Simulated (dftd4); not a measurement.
HLiO, singlet, at a GFN2-xTB geometry (such geometries of metal compounds can be far from the true shape); D4 for tpssh in dftd4.

dftd4 was given this input:
```
$ dftd4 mol.xyz --func tpssh --charge 0 --json dftd4.json --noedisp --property

# file mol.xyz
3

Li    -0.00000000    -0.00000000    -1.22243847
O      0.00000000     0.00000000     0.30206210
H      0.00000000     0.00000000     1.25081859
```

Problem. Predict the main parts of the log of this dftd4 run.

Solution. 
```
                    ____  _____ _____     ____  _  _
      -------------|  _ \|  ___|_   _|---|  _ \| || |------------
     |             | | | | |_    | | ___ | | | | || |_           |
     |             | |_| |  _|   | ||___|| |_| |__   _|          |
     |             |____/|_|     |_|     |____/   |_|            |
     |             ===================================           |
     |            E. Caldeweyher, S. Ehlert & S. Grimme          |
     |          Mulliken Center for Theoretical Chemistry        |
     |                    University of Bonn                     |
      -----------------------------------------------------------

Rational (Becke-Johnson) damping: tpssh-D4-ATM
---------------------
  s6         1.0000
  s8         1.8590
  s9         1.0000
  a1         0.4429
  a2         4.6023
 alp        16.0000
--------------------

Atomic data, radii in Ångström:
------------------------------------------------------
   Z          R(cov)      r4/r2   hardness         EN
------------------------------------------------------
   3 Li       1.6000     2.6564     0.1745     0.9800
   8 O        0.8400     1.3725     0.5869     3.4400
   1 H        0.4267     1.0622     0.4726     2.2000
------------------------------------------------------

Atomic reference systems (in atomic units):
----------------------------------------------------------------------------
   Z        #      CN     q+Z       C6(AA)   #      CN     q+Z       C6(AA)
----------------------------------------------------------------------------
   3 Li     1  0.0000  3.0000    1258.4415   2  0.8020  3.3706      34.7439
            3  4.5570  3.5023       6.4750
   8 O      1  0.0000  8.0000      15.5711   2  0.8042  7.6453      20.8489
            3  1.6112  7.4012      24.8631   4  0.9798  8.0000      14.9880
   1 H      1  0.0000  1.0000       7.6362   2  0.8942  1.0000       3.0374
----------------------------------------------------------------------------

Atomic properties (in atomic units):
----------------------------------------------------------------------------
     #    Z              CN          q      C6(AA)        C8(AA)   alpha(0)
----------------------------------------------------------------------------
     1    3 Li       0.6702     0.7562     48.2786     3649.7332    23.8888
     2    8 O        1.4686    -1.0274     38.1325      769.5347     8.3375
     3    1 H        0.8142     0.2712      0.8126        9.8233     1.4151
----------------------------------------------------------------------------

Molecular properties (in atomic units):
----------------------------------------
 molecular C6                 160.0646
 molecular C8                6939.8297
----------------------------------------

Dispersion energy:      -6.0243460341678E-04 Eh

[Info] JSON dump of results written to 'dftd4.json'
```
